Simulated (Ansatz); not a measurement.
`C=C[SiH](N)Cl` + `N[SiH](N)F` → `N[Si@H](F)N[Si@@H](N)Cl` + `C=C`  (ligand exchange at the Si–C bond)

Program: Ansatz. Geometries: PBE0-D4/def2-TZVP. ΔE: electronic, gas phase. CCSD(T)/CBS is the MP2 limit (def2-TZVPP, def2-QZVPP) plus CCSD(T) − MP2 in def2-TZVPP, frozen cores. This one scheme is used for every species. DFT in def2-TZVPP. B3LYP here is the variant with VWN-RPA as its local correlation; programs differ in this. One conformer a species, not always the lowest.

```csv
level,ΔE (kJ/mol)
PBE0-D4,-60.1
B3LYP-D4,-65.1
B3LYP,-60.1
MP2/def2-TZVPP,-64.7
CCSD(T)/def2-TZVPP,-65.4
HF/def2-QZVPP,-71.7
SCS-MP2/def2-QZVPP,-65.4
MP2/CBS(def2),-63.5
```

Problem. What does CCSD(T)/CBS give? (An estimate is asked.)

Solution. Ansatz gave: -64.2 kJ/mol. The listed levels differ from it by 4.1, -0.9, 4.1, -0.5, -1.2, -7.5, -1.2, 0.7 kJ/mol.

Largest T1 diagnostic among the species: 0.011.

From PBE to PBE0 (25 % exact exchange), in def2-TZVPP and without D4, ΔE moves by −4.2 kJ/mol. The D4 term adds −5.0 kJ/mol with B3LYP and −3.2 kJ/mol with PBE0; it sums over pairs of atoms, weighted by their polarisabilities, and B3LYP, whose exchange is more repulsive, gets the larger term. In def2-TZVPP, CCSD(T) changes the Hartree–Fock value by +5.6 kJ/mol (the triples alone add +1.2 kJ/mol) and MP2 by +6.3 kJ/mol.
